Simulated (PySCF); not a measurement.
This PySCF input asks for the NMR shieldings of `[Si@](B)(O)(C#CC)CC`, C5H11BOSi; the geometry comes from GFN2-xTB.

```python
import basis_set_exchange as bse
import numpy as np
from pyscf import gto, dft
from pyscf.prop import nmr

atoms = """
B     0.838097    2.853535    0.017172
Si    0.678995    0.971867   -0.466493
O     1.156860    0.817203   -2.035136
C    -1.044306    0.265715   -0.312913
C    -2.151406   -0.194913   -0.188906
C    -3.480245   -0.750786   -0.041076
C     1.716257   -0.230918    0.632392
C     1.682775   -1.674473    0.141627
H     1.411390    3.623578   -0.647706
H     0.360446    3.255714    1.005404
H     1.170217   -0.032920   -2.468106
H    -3.564115   -1.678478   -0.607701
H    -4.224685   -0.044424   -0.409007
H    -3.680682   -0.960105    1.009916
H     2.755592    0.103440    0.673232
H     1.342273   -0.198901    1.656324
H     0.656957   -2.032088    0.084526
H     2.237555   -2.329279    0.812740
H     2.128220   -1.754516   -0.848585
"""
names = dict.fromkeys(["B", "Si", "O", "C", "H"], "pcSseg-1")
basis = {el: gto.basis.parse(bse.get_basis(n, elements=[el], fmt="nwchem")) for el, n in names.items()}
mol = gto.M(atom=atoms, basis=basis, charge=0, verbose=0)
mf = dft.RKS(mol, xc="PBE0")
mf.grids.level = 2
mf.grids.alignment = dft.numint.BLKSIZE   # the property module wants whole blocks of grid points
mf.conv_tol = 1e-9
mf.kernel()

calc = nmr.RKS(mf)   # GIAO
C = mf.mo_coeff
Co = C[:, mf.mo_occ > 0]
resp = mf.gen_response(singlet=True, hermi=2)
def vind(x):   # induced exchange potential for any number of trial vectors
    d = np.einsum("pi,xij,qj->xpq", C, 2 * x.reshape(-1, C.shape[1], Co.shape[1]), Co, optimize=True)
    return np.einsum("xpq,pi,qj->xij", resp(d - d.transpose(0, 2, 1)), C, Co, optimize=True).ravel()
mo1, _ = nmr.rhf.solve_mo1(calc, with_cphf=vind)
sigma = calc.kernel(mo1)
for i, s in enumerate(sigma):   # ppm
    w = np.linalg.eigvalsh((s + s.T) / 2)
    print("%2d %-2s iso %8.1f  s11 %8.1f  s22 %8.1f  s33 %8.1f" % (i, mol.atom_pure_symbol(i), w.mean(), *w))
```

Question: What are the results?

Answer: 
```
 0 B  iso    -15.6  s11   -129.2  s22    -61.4  s33    143.9
 1 Si iso    369.7  s11    299.8  s22    380.8  s33    428.6
 2 O  iso    309.8  s11    278.2  s22    306.8  s33    344.3
 3 C  iso     99.6  s11      5.9  s22     22.0  s33    271.0
 4 C  iso     75.2  s11    -22.5  s22     -9.4  s33    257.4
 5 C  iso    180.9  s11    172.4  s22    173.4  s33    197.0
 6 C  iso    173.6  s11    162.1  s22    175.4  s33    183.4
 7 C  iso    178.6  s11    172.9  s22    175.9  s33    187.0
 8 H  iso     21.3  s11      8.4  s22     27.2  s33     28.3
 9 H  iso     21.6  s11      8.1  s22     27.7  s33     28.9
10 H  iso     30.1  s11     22.1  s22     26.6  s33     41.5
11 H  iso     29.6  s11     24.6  s22     28.2  s33     36.1
12 H  iso     29.6  s11     24.6  s22     27.8  s33     36.6
13 H  iso     29.6  s11     24.6  s22     28.0  s33     36.3
14 H  iso     31.0  s11     26.6  s22     29.2  s33     37.4
15 H  iso     31.3  s11     27.5  s22     28.5  s33     38.0
16 H  iso     30.2  s11     25.1  s22     29.9  s33     35.7
17 H  iso     30.3  s11     25.3  s22     27.6  s33     38.0
18 H  iso     30.9  s11     26.3  s22     29.5  s33     36.9
```

These numbers come from an equivalent density-fitted implementation of the same equations, which agrees with the script to about 0.01 ppm for H and up to a few tenths of a ppm for heavy atoms, so last digits may differ.

Size and cost of the density-fitted run: 198 basis functions, 34 s wall time on 1 thread of an Arm Neoverse V2, shared host; peak memory 0.88 GiB.
